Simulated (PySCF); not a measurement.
Computed shifts of a molecule C₄H₉AlO, PBE/pcSseg-1 in PySCF, GIAO, gas phase, equivalent atoms averaged, in ppm (number of nuclei): ¹³C: 147.3 (1), 112.8 (1), 27.2 (1), -13.7 (1). ¹H: 6.88 (1), 5.27 (1), 5.11 (1), 2.19 (1), 1.98 (1), 1.66 (1), -0.21 (3). References: ¹³C against TMS (σ = 182.0 ppm); ¹H against TMS (σ = 31.49 ppm); ¹⁷O against H2O (σ = 334.3 ppm), references at their B3LYP-D3(BJ)/def2-TZVP geometries, non-relativistic. Geometry optimised at PBE0-D3(BJ)/def2-SVP. Other conformers were not sampled.

Q: Which molecule gave these data?
A) C=[CH][Al]([CH3])[O]C
B) C=[CH][Al]([OH])[CH2]C
C) C=C[CH2][Al]([CH3])[OH]
D) C=[CH][AlH][O]CC

A: C, C=C[CH2][Al]([CH3])[OH]
